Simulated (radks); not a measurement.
Task: Species: As3+. Configuration: [Ar] 3d10 4s1 5s1 (not the ground configuration). Calculated with a radial shooting solver on a logarithmic mesh with Libxc functionals: Dirac Kohn-Sham, PBE, spin-unpolarised, spherical densities, finite nucleus; Fermi nuclear charge, rms radius 4.0968 fm. Some entries of the table are withheld. Estimate them.

| orbital | occ. | eigenvalue (eV) | <r^2> (bohr^2) | r(max) (bohr) |
|---|---|---|---|---|
| 1s1/2 | 2 | -11758.55 | 0.002786 | (1) |
| 2s1/2 | 2 | -1528.155 | 0.04842 | 0.1701 |
| 2p1/2 | 2 | -1369.861 | 0.03745 | 0.1342 |
| 2p3/2 | 4 | -1333.285 | 0.03892 | 0.1373 |
| 3s1/2 | 2 | -232.0031 | 0.4117 | (2) |
| 3p1/2 | 2 | -178.7698 | 0.4356 | 0.5153 |
| 3p3/2 | 4 | -173.7369 | 0.4506 | 0.5238 |
| 3d3/2 | 4 | -82.5647 | 0.5540 | 0.4747 |
| 3d5/2 | 6 | -81.8258 | 0.5611 | 0.4775 |
| 4s1/2 | 1 | -49.1336 | 3.251 | 1.500 |
| 5s1/2 | 1 | -20.0494 | 15.29 | 3.573 |

Result: 
(1) 1s1/2 r(max) (bohr): 0.02973
(2) 3s1/2 r(max) (bohr): 0.5217
